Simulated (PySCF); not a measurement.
A TDDFT job was run through a driver script with this input:

```
{"job": {"kind": "uv", "xc": "PBE0", "basis": "def2-SVPD", "nstates": 6, "ntriplets": 2}, "charge": 1, "multiplicity": 1}
C     -2.608951     0.488165     0.638925
N     -1.320144    -0.017501     0.236637
C     -1.135866    -1.089084    -0.514257
S      0.491185    -1.436385    -0.814180
C      0.941310    -0.059446     0.125235
C      2.403864     0.186721     0.243328
O      2.995533    -0.852016    -0.491847
C     -0.153677     0.580104     0.608683
H     -2.692638     0.474573     1.726398
H     -3.401142    -0.123793     0.214459
H     -2.730394     1.516407     0.296636
H     -1.950449    -1.678437    -0.893040
H      2.708066     0.167951     1.300499
H      2.657146     1.175845    -0.166357
H      3.956451    -0.786554    -0.476869
H     -0.167892     1.462394     1.221825
```

Its output, with some lines taken out ([cut]):

```
coarse grid: 14168 points
cycle   1  E = -722.2579689317  dE =  1.731e+00  |g| = 5.941e-01  |ddm| = 8.186e+00
cycle   2  E = -722.1249979836  dE =  1.330e-01  |g| = 9.942e-01  |ddm| = 2.412e+00
cycle   3  E = -722.3294849074  dE = -2.045e-01  |g| = 1.050e-01  |ddm| = 1.523e+00
cycle   4  E = -722.3309920025  dE = -1.507e-03  |g| = 7.372e-02  |ddm| = 3.798e-01
cycle   5  E = -722.3324151331  dE = -1.423e-03  |g| = 1.509e-02  |ddm| = 1.828e-01
cycle   6  E = -722.3324626275  dE = -4.749e-05  |g| = 4.893e-03  |ddm| = 3.628e-02
cycle   7  E = -722.3324682518  dE = -5.624e-06  |g| = 8.346e-04  |ddm| = 9.760e-03
final grid: 132968 points
cycle   8  E = -722.4165206075  dE = -2.931e-05  |g| = 1.115e-02  |ddm| = 1.408e-01
cycle   9  E = -722.4164717530  dE =  4.885e-05  |g| = 1.769e-02  |ddm| = 4.905e-02
cycle  10  E = -722.4165503366  dE = -7.858e-05  |g| = 2.221e-03  |ddm| = 3.681e-02
cycle  11  E = -722.4165514940  dE = -1.157e-06  |g| = 4.712e-04  |ddm| = 4.799e-03
cycle  12  E = -722.4165515414  dE = -4.737e-08  |g| = 1.495e-04  |ddm| = 1.091e-03
cycle  13  E = -722.4165515462  dE = -4.761e-09  |g| = 4.911e-05  |ddm| = 3.813e-04
cycle  14  E = -722.4165515467  dE = -5.703e-10  |g| = 2.317e-05  |ddm| = 1.572e-04
converged SCF energy = -722.4165515467

Static polarisability (au): isotropic 81.513, principal 53.489 83.753 107.298

Singlet excitations
state   eV       nm        f      main configurations
[cut]
[cut]
  3   6.2395    198.7   0.01185   H-2->L 0.51, H->L+1 0.47
[cut]
  5   6.6643    186.0   0.10210   H->L+1 0.39, H-2->L 0.33, H-1->L+1 0.25
  6   6.9236    179.1   0.00020   H-3->L 0.97

[cut]
```

Computed, not measured: TDDFT PBE0/def2-SVPD, vertical, gas phase, core orbitals frozen in the response in PySCF. Isolated species at its GFN2-xTB geometry (one conformer only).

Q: Restore the lines that were cut, in order.

A: 
```
  1   5.0934    243.4   0.09947   H->L 0.96
  2   5.8626    211.5   0.01210   H-1->L 0.95
  4   6.6087    187.6   0.00040   H->L+2 0.95
Triplet excitations (Tamm-Dancoff, eV): 3.7563 4.7334
```

Q: What is the total energy of state 6 at this geometry?

A: -722.41655 + 0.25444 = -722.16211 hartree.

Q: Give the energy of state 6 in hartree, cm⁻¹ and kJ/mol.

A: 0.25444 hartree, 55843 cm⁻¹, 668.0 kJ/mol.

Q: What transition dipole goes with state 5?

A: |μ|² = 3f / (2ΔE) = 3 × 0.1021 / (2 × 0.2449) = 0.625 au, so |μ| = 2.01 D.

Q: Write the structure that the coordinates describe.

A: `C[n+]1csc(CO)c1` ([C5H8NOS]+), point group Cs.

The SCF starts on a coarse grid; the energy jumps when the final grid takes over, and dE counts afresh there. H and L stand for HOMO and LUMO.

On one thread, Arm Neoverse N1 (aarch64), no GPU, shared host, this took 71 s wall and 0.96 GiB of memory at its peak.

Conformer computed: `[CH3:1][n+:2]1[cH:3][s:4][c:5]([CH2:6][OH:7])[cH:8]1`: S4–C5–C6–O7 0°, H–O7–C6–C5 180°.
